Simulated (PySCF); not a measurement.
## NMR problem set

Method: geometry: GFN2-xTB, shieldings: GIAO PBE0/pcSseg-1, in PySCF 2.14.0 with density-fitted response routines (non-relativistic, isolated molecule, a single conformation, fast rotation and ring inversion assumed for equivalent nuclei).

Shifts are taken against calculated references (same method and geometry level): ¹H (σref 31.72) and ¹³C (σref 186.93) against TMS. Where no couplings were computed, multiplicities follow the n + 1 count of equivalent neighbours, and m marks all less simple cases (inequivalent or close neighbours, rings, F or P nearby). Acid and N–H amide carbonyl carbons lie up to 10 ppm further downfield in solution (hydrogen bonding). Shifts are as computed. Against solution values, carbons near 30 ppm lie about +3 ppm off and those near 130 ppm about +5 ppm. Of 1309 compounds with measured shifts, 239 miss one by over three times the rms of a fit or turn the order of signals round; such compounds aren't used in these exercises. OH and NH positions are gas-phase values without hydrogen bonding to other molecules.

Q: C₆H₉NOSi. ¹H NMR (600 MHz, computed): δ 8.22 (d, 1H), 6.54 (m, 1H), 6.09 (m, 1H), 5.65 (m, 1H), 4.83 (br, 1H), 4.35 (d, 3H), 1.92 (d, 1H). ¹³C{¹H} NMR (computed): δ 159.1 (CH), 156.1 (CH), 129.9 (CH), 86.5 (C), 81.2 (CH), 42.8 (CH). Give a structure.

A: SMILES C#C[C@H](/C=C\[SiH3])NC=O. Rings plus π bonds: 4 (no ring in the answer). 6 carbon signals for 6 carbons: no two carbons are equivalent. Carbon types of the structure: 1 × C, 5 × CH, leaving 4 H on heteroatoms. δC 159.1: amide carbonyl carbon; lone-pair donation from the attached heteroatom keeps it upfield of a ketone carbonyl. δC 156.1, 129.9: alkene CH; an sp2 carbon of a C=C bond. δC 86.5: alkyne carbon; the triple bond shields along its axis, which puts it between sp3 and sp2 carbons. δC 81.2: terminal alkyne carbon; sp carbons lie upfield of alkene carbons because the cylindrical π system leaves one tensor component strongly shielded.

The data come from this structure; uniqueness wasn't tested.

Q: C₆H₉NOSi. ¹H NMR (400 MHz, computed): δ 6.92 (br s, 1H), 6.22 (br s, 1H), 5.13 (br s, 1H), 5.06 (s, 2H), 3.02 (s, 1H), 2.09 (s, 3H). ¹³C{¹H} NMR (computed): δ 178.8 (C), 151.6 (CH2), 132.4 (C), 90.6 (CH), 90.0 (C), 24.0 (CH3). What is it?

A: `InChI=1S/C6H9NOSi/c1-4-5(2)9-7-6(3)8/h1H,2,9H2,3H3,(H,7,8)`. The formula gives 4 degrees of unsaturation (no ring in the answer). 6 carbon signals for 6 carbons: no two carbons are equivalent. Carbon types of the structure: 3 × C, 1 × CH, 1 × CH2, 1 × CH3, leaving 3 H on heteroatoms. δC 178.8: amide carbonyl carbon; lone-pair donation from the attached heteroatom keeps it upfield of a ketone carbonyl. δC 151.6: terminal =CH2 carbon; as expected for a trigonal carbon in a double bond. δC 132.4: fully substituted alkene carbon; the olefinic region. δC 90.6: terminal alkyne carbon; sp carbons lie upfield of alkene carbons because the cylindrical π system leaves one tensor component strongly shielded.

This is the structure that produced the data.
